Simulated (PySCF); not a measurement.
Atom-mapped SMILES (the numbers label the heavy atoms): `[CH3:1][Si@H:2]([O:3][SiH3:4])[SiH:5]([SiH3:6])[SiH3:7]`. Each H is labelled by its parent atom.

PySCF calculation with geometry from GFN2-xTB and NMR shieldings at PBE0/pcSseg-1/GIAO; single conformer, averaged over atoms made equivalent by symmetry, fast rotation or ring inversion, gas phase, relativity neglected.

Scale: ¹³C (186.93 ppm) and ¹H (31.72 ppm) and ²⁹Si (349.16 ppm) vs TMS; ¹⁷O (336.08 ppm) vs H2O (reference shieldings calculated alike).

```
 atoms  nucleus  count  δ (ppm)
H(Si2)       ¹H      1        ?
H(Si4)       ¹H      3     5.10
   Si7     ²⁹Si      1        ?
H(Si6)       ¹H      3     3.45
   Si2     ²⁹Si      1     -2.1
H(Si5)       ¹H      1        ?
   Si4     ²⁹Si      1    -44.0
H(Si7)       ¹H      3     3.73
 H(C1)       ¹H      3     0.36
   Si6     ²⁹Si      1   -117.0
   Si5     ²⁹Si      1        ?
    O3      ¹⁷O      1     19.1
    C1      ¹³C      1      4.3
```

**Question.** Estimate the values marked ?.

**Answer.** 
- H(Si2): 5.86 ppm, hydrogen on a silicon bonded to C, O, Si
- H(Si5): 3.40 ppm, hydrogen on a silicon bonded to 3 Si
- Si7: -113.7 ppm, silicon bonded to Si, 3 H
- Si5: -147.3 ppm, silicon bonded to 3 Si, H

Shifts are as computed. Against solution values, carbons near 30 ppm lie about +3 ppm off and those near 130 ppm about +5 ppm. Of 1211 compounds with measured shifts, 218 miss one by over three times the rms of a fit or turn the order of signals round; such compounds aren't used in these exercises. Experimental scales use liquid or dissolved standards, which lie at an offset from isolated H2O (liquid H2O: subtract about 36 ppm).
